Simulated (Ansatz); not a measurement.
A CCSD(T) single point on `[SiH3]SS[SiH3]`.

```yaml
crystal:
  periodic: [false, false, false]
  atoms:
    - {symbol: Si, position_ang: [-1.120266, 1.677313, 0.253293]}
    - {symbol: S, position_ang: [0.989093, 1.316332, 0.358886]}
    - {symbol: S, position_ang: [0.865842, -0.504260, 1.360936]}
    - {symbol: Si, position_ang: [1.002294, -1.747722, -0.378607]}
    - {symbol: H, position_ang: [-1.690521, 1.761907, 1.619219]}
    - {symbol: H, position_ang: [-1.787084, 0.590996, -0.505179]}
    - {symbol: H, position_ang: [-1.270206, 2.975320, -0.454684]}
    - {symbol: H, position_ang: [-0.125034, -1.463175, -1.299564]}
    - {symbol: H, position_ang: [0.927459, -3.145462, 0.120651]}
    - {symbol: H, position_ang: [2.291422, -1.512351, -1.072050]}
basis:
  gaussian: {orbitals: def2-TZVPP}
correlation: {method: ccsd_t}
```

```sh
$ ansatz run in.yaml --threads 4 --pin off --events-out ev --progress --plain --max-ram 10444MiB
```

The program prints (abridged):

```
Functional definition: HF
  name "HF"
  cite "Fock, Z. Phys. 61, 126 (1930) doi:10.1007/BF01340294"
  parent pbe
  exchange = exact_x
  correlation = 0
1422 factors; integrals over basis functions are off by at most 9.8e-4 eV
mean field evaluation 1: about -37454.5820 eV, gradient 1.8e1 eV
mean field evaluation 2: about -37454.9780 eV, gradient 1.8e1 eV
mean field evaluation 4: about -37456.6890 eV, gradient 2.6e0 eV
mean field evaluation 8: about -37456.7132 eV, gradient 1.4e-1 eV
mean field -37456.71339610 eV, -1376.5088282345 hartree, gradient 3.1e-6 eV, S^2 0.000000; 0 other end points of the search recorded, 0 dependent functions left out
20 core orbitals not correlated: weight in the atoms' cores, before any rotation towards them, 1.000 or more for the frozen orbitals, at most 0.000 for the correlated occupied ones
reference -37456.71339610 eV, -1376.5088282345 hartree; 13, 13 occupied and 219, 219 virtual orbitals, 1422 factors
second order -16.50907884 eV of doubles, -0.00000000 eV of singles
cycle   1  -17.71986382 eV  change    -1.2e0 eV  update   1.0e-1
cycle   2  -18.29996832 eV  change   -5.8e-1 eV  update   3.1e-2
cycle   3  -18.38193351 eV  change   -8.2e-2 eV  update   1.3e-2
cycle   4  -18.37383337 eV  change    8.1e-3 eV  update   3.5e-3
cycle   5  -18.37273607 eV  change    1.1e-3 eV  update   1.4e-3
cycle   6  -18.37252379 eV  change    2.1e-4 eV  update   5.0e-4
cycle   7  -18.37244432 eV  change    7.9e-5 eV  update   2.1e-4
cycle   8  -18.37254685 eV  change   -1.0e-4 eV  update   9.5e-5
cycle   9  -18.37256039 eV  change   -1.4e-5 eV  update   4.0e-5
cycle  10  -18.37253289 eV  change    2.8e-5 eV  update   1.9e-5
perturbative correction -0.81764852 eV, -0.0300480288 hartree
Total energy: -37475.90357751 eV, -1377.2140543936 hartree
```

Hardware: 4 threads of an Intel Xeon 6975P-C on a shared host. Wall time 28 s, peak host memory 5 GiB.

MP2 recovers 86.0 % of the CCSD(T) correlation energy and the triples give 4.3 %; T1 = 0.0123.
